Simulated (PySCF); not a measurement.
Species: C5H6F2.
Atom-mapped SMILES: `[CH2:1]=[CH:2]/[CH:3]=[CH:4]/[CH:5]([F:6])[F:7]` (hydrogens: H8, H9 on C1; H10 on C2; H11 on C3; H12 on C4; H13 on C5)

The same species was optimised twice, with GFN2-xTB and with PBE0-D3(BJ)/def2-SVP (PySCF), and the same property calculations (PySCF, gas phase) were run on both structures.

| coordinate | GFN2-xTB | PBE0-D3(BJ)/def2-SVP | change |
| --- | --- | --- | --- |
| C1=C2 (Å) | 1.329 | 1.340 | +0.011 |
| C3=C4 (Å) | 1.332 | 1.340 | +0.008 |
| C2–C3 (Å) | 1.445 | 1.452 | +0.007 |
| C5–F6 (Å) | 1.362 | 1.356 | -0.006 |
| C4–C5 (Å) | 1.495 | 1.491 | -0.004 |
| C5–F7 (Å) | 1.354 | 1.351 | -0.003 |
| F6–C5–F7 (°) | 106.1 | 107.9 | +1.8 |
| C4–C5–F7 (°) | 112.6 | 111.4 | -1.2 |
| C4–C5–F6 (°) | 110.8 | 110.1 | -0.7 |
| C2–C3–C4 (°) | 123.6 | 124.2 | +0.6 |
| C1–C2–C3 (°) | 123.1 | 123.7 | +0.6 |
| C3–C4–C5 (°) | 124.0 | 123.6 | -0.4 |
| C1–C2–C3–C4 (°) | 180 | 180 | 0 |
| C3–C4–C5–F6 (°) | -125 | -127 | -2 |

Rotational constants: A = 7620, B = 1150, C = 1042 MHz (GFN2-xTB) against A = 7586, B = 1149, C = 1040 MHz (PBE0-D3(BJ)/def2-SVP). Point groups within 0.08 Å: C1 and C1.

On the GFN2-xTB structure: lowest singlet, TDDFT (eV) 5.89 [CAM-B3LYP/def2-SVPD]; lowest triplet, Tamm–Dancoff (eV) 3.22 [CAM-B3LYP/def2-SVPD]; isotropic polarisability (au) 68.7 [CAM-B3LYP/def2-SVPD]; HOMO (eV) -8.51 [CAM-B3LYP/def2-SVPD]; LUMO (eV) -0.28 [CAM-B3LYP/def2-SVPD]; dipole (D) 2.54 [CAM-B3LYP/def2-SVPD]; HOMO (eV) -7.23 [PBE0/pcSseg-1]; LUMO (eV) -1.31 [PBE0/pcSseg-1]; dipole (D) 2.38 [PBE0/pcSseg-1]; GIAO shielding of C1 (ppm) 56.5 [PBE0/pcSseg-1]; GIAO shielding of C2 (ppm) 43.1 [PBE0/pcSseg-1]; GIAO shielding of C3 (ppm) 44.2 [PBE0/pcSseg-1]; GIAO shielding of C4 (ppm) 53.3 [PBE0/pcSseg-1]; GIAO shielding of C5 (ppm) 67.4 [PBE0/pcSseg-1]; GIAO shielding of F6/F7 (mean) (ppm) 314.1 [PBE0/pcSseg-1].

Q: What do these properties become on the PBE0-D3(BJ)/def2-SVP structure?

A: 
```tsv
property	level	on GFN2-xTB	on PBE0-D3(BJ)/def2-SVP	change
lowest singlet, TDDFT (eV)	CAM-B3LYP/def2-SVPD	5.89	5.81	-0.08
lowest triplet, Tamm–Dancoff (eV)	CAM-B3LYP/def2-SVPD	3.22	3.15	-0.07
isotropic polarisability (au)	CAM-B3LYP/def2-SVPD	68.7	69.7	+1.0
HOMO (eV)	CAM-B3LYP/def2-SVPD	-8.51	-8.46	+0.05
LUMO (eV)	CAM-B3LYP/def2-SVPD	-0.28	-0.31	-0.03
dipole (D)	CAM-B3LYP/def2-SVPD	2.54	2.43	-0.11
energy, GFN2-xTB geometry as zero (kcal/mol)	CAM-B3LYP/def2-SVPD	0.0	-0.5	-0.5
HOMO (eV)	PBE0/pcSseg-1	-7.23	-7.18	+0.05
LUMO (eV)	PBE0/pcSseg-1	-1.31	-1.34	-0.03
dipole (D)	PBE0/pcSseg-1	2.38	2.27	-0.11
energy, GFN2-xTB geometry as zero (kcal/mol)	PBE0/pcSseg-1	0.0	-0.4	-0.4
GIAO shielding of C1 (ppm)	PBE0/pcSseg-1	56.5	53.4	-3.1
GIAO shielding of C2 (ppm)	PBE0/pcSseg-1	43.1	40.9	-2.2
GIAO shielding of C3 (ppm)	PBE0/pcSseg-1	44.2	42.4	-1.8
GIAO shielding of C4 (ppm)	PBE0/pcSseg-1	53.3	51.1	-2.2
GIAO shielding of C5 (ppm)	PBE0/pcSseg-1	67.4	68.7	+1.3
GIAO shielding of F6/F7 (mean) (ppm)	PBE0/pcSseg-1	314.1	316.5	+2.4
```

The heavy atoms differ by 0.017 Å rms after alignment. Among bonds between heavy atoms C1=C2 changes most (+0.011 Å). Changes are differences of the printed values. Neither structure is proved a minimum here.

Conformer computed: `[CH2:1]=[CH:2]/[CH:3]=[CH:4]/[CH:5]([F:6])[F:7]`: C1–C2–C3–C4 180°, C3–C4–C5–F6 -127°.
